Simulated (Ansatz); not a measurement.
Consider the cleavage of the B–Ge bond: `[BH2][GeH2][OH]` + `C=C[NH][GeH3]` → `B[N]([GeH3])C=C` + `[OH][GeH3]`.

Calculated with Ansatz (gas phase, PBE0-D4/def2-TZVP geometries, no zero-point term in ΔE). CBS: MP2 limit from def2 TZ/QZ plus the TZ coupled-cluster correction, frozen cores. Functionals use def2-TZVPP. For Ge outer-core shells are correlated without core-valence functions, which leaves a few kJ/mol of doubt a bond. Scalar relativity is left out up to krypton. Each species was taken in one conformer, which may not be the lowest.

`[BH2][GeH2][OH]`:

Cartesian coordinates in Å:
```
B -0.409 -1.480 -0.251
Ge -0.130 0.546 -0.117
O 1.289 0.845 0.933
H 0.312 -2.245 0.311
H -1.312 -1.907 -0.906
H -1.358 1.269 0.490
H 0.131 1.192 -1.501
H 1.477 1.780 1.040
```

`C=C[NH][GeH3]`:

Z-matrix (Å, degrees):
```
Ge
N 1 1.840
H 1 1.534 2 106.4
H 1 1.543 2 112.4 3 120.4
H 1 1.535 2 106.4 3 -119.7
C 2 1.378 1 123.3 3 165.5
H 2 1.009 1 117.7 3 -40.0
C 6 1.334 2 126.9 1 159.0
H 6 1.088 2 113.8 1 -22.9
H 8 1.085 6 122.0 2 -2.2
H 8 1.081 6 120.2 2 176.9
```

`B[N]([GeH3])C=C`:

```xyz
13

B    -1.023   -1.393    0.913
N    -0.288   -0.388    0.268
Ge    0.088   -0.508   -1.565
C     0.179    0.723    0.976
C     0.883    1.739    0.485
H    -1.246   -1.284    2.086
H    -1.412   -2.333    0.285
H    -0.520    0.713   -2.270
H    -0.550   -1.813   -2.038
H     1.612   -0.516   -1.752
H    -0.088    0.704    2.029
H     1.178    1.811   -0.556
H     1.189    2.545    1.137
```

`[OH][GeH3]`:

```xyz
6

O     1.032    0.459    0.779
Ge   -0.420   -0.083   -0.102
H     1.842    0.291    0.294
H    -1.582    0.271    0.830
H    -0.344   -1.601   -0.357
H    -0.528    0.663   -1.446
```

Problem. Is it downhill or uphill in electronic energy at CCSD(T)/CBS, and by how much? (An estimate is asked.)

Solution. The calculation gave: Downhill: ΔE = -38.2 kcal/mol.

Problem. What do these levels give: PBE-D4, r2SCAN-D4, PBE0, HF/def2-TZVPP, CCSD/def2-TZVPP, HF/def2-QZVPP? (Best estimate.)

Solution. Computed: PBE-D4 -37.0, r2SCAN-D4 -37.5, PBE0 -36.1, HF/def2-TZVPP -35.0, CCSD/def2-TZVPP -37.8, HF/def2-QZVPP -35.2 kcal/mol.

Largest T1 diagnostic among the species: 0.013.

The D4 term adds −1.6 kcal/mol with B3LYP and −0.9 kcal/mol with PBE0; it sums over pairs of atoms, weighted by their polarisabilities, and B3LYP, whose exchange is more repulsive, gets the larger term. In def2-TZVPP, CCSD(T) changes the Hartree–Fock value by −3.9 kcal/mol (the triples alone add −1.0 kcal/mol) and MP2 by −5.2 kcal/mol.

B3LYP here is the variant with VWN-RPA as its local correlation; programs differ in this.
